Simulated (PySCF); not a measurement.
Al(H)(OMe)(NH2), SMILES [NH2][AlH][O]C (CH6AlNO) (PBE0/def2-SVP optimised geometry):

```
10

Al     0.646     0.211     0.000
H      2.222     0.211     0.000
O     -0.144    -1.289    -0.002
C     -1.385    -1.897    -0.008
H     -2.222    -1.186    -0.155
H     -1.451    -2.649    -0.816
H     -1.573    -2.429     0.943
N     -0.253     1.737     0.000
H      0.190     2.649    -0.006
H     -1.261     1.847     0.004
```

Level of theory: PBE0/def2-TZVP in PySCF 2.14.0.

Problem. What are the frontier orbital energies and the dipole moment?

Solution. HOMO-2 -8.07 eV, HOMO-1 -8.03 eV, HOMO -7.35 eV, LUMO 0.18 eV, LUMO+1 0.31 eV; dipole moment 1.81 D.

On the same geometry PBE/def2-TZVP (PySCF 2.14.0) gives HOMO-2 -6.57 eV, HOMO-1 -6.47 eV, HOMO -5.92 eV, LUMO -0.58 eV, LUMO+1 -0.52 eV; dipole moment 1.82 D.

Meta-Löwdin charges at PBE0/def2-TZVP: Al1 0.88, H2 -0.15, O3 -0.63, C4 -0.10, H5 0.09, H6 0.11, H7 0.10, N8 -0.76, H9 0.24, H10 0.23.
